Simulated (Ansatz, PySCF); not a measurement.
Gas-phase reaction (SMILES): O[Si](O)(O)N[Si](O)(O)O + 8 [H][H] (H2) -> N (NH3) + 6 O (H2O) + 2 [SiH4] (SiH4); energy of full hydrogenation.

Geometries: B3LYP-D3(BJ)/def2-TZVP minima from Ansatz (a program for electronic structure), one conformer each, not searched for the lowest. Cores are frozen in the correlated levels unless marked. Spin-orbit coupling is left out. No relativistic terms. CBS marks a two-point X^-3 extrapolation of the correlation energy; Hartree-Fock from the larger set. [CCSD(T)-MP2]/basis is that difference in the basis named. Thermal terms are rigid-rotor harmonic-oscillator values from B3LYP-D3(BJ) frequencies (PySCF) at 298.15 K and 1 atm. 1 Eh = 627.5095 kcal/mol.

```tsv
species	E, RI-MP2/CBS(cc-pV(T+d)Z,cc-pV(Q+d)Z)+[CCSD(T)-MP2]/cc-pV(T+d)Z (Ansatz) (Eh)	E, wB97X-V/def2-TZVPD (Ansatz) (Eh)	H - E (Eh)
O[Si](O)(O)N[Si](O)(O)O	-1088.53182	-1089.70597	0.11877
[H][H] (H2)	-1.17529	-1.17238	0.01336
N (NH3)	-56.50668	-56.56167	0.03799
O (H2O)	-76.37659	-76.43464	0.02495
[SiH4] (SiH4)	-291.46100	-291.83995	0.03520
```

Q: Work out ΔE and ΔH at 298.15 K at the first level, then ΔH at the second.

A: 
1. ΔE = [(-56.50668) + 6×(-76.37659) + 2×(-291.46100)] - [(-1088.53182) + 8×(-1.17529)] = 0.24592 Eh = 154.3 kcal/mol at RI-MP2/CBS(cc-pV(T+d)Z,cc-pV(Q+d)Z)+[CCSD(T)-MP2]/cc-pV(T+d)Z.
2. The terms H - E add up to 0.03244 Eh, so ΔH = (0.24592 + (0.03244))×627.5095 = 174.7 kcal/mol.
3. At wB97X-V/def2-TZVPD the same steps give ΔE = 147.8 and ΔH = 168.2 kcal/mol, a shift of -6.5 from the first level.
4. These values are not checked against measurement here, since the tables used lack a sound gas-phase enthalpy of formation for at least one species.
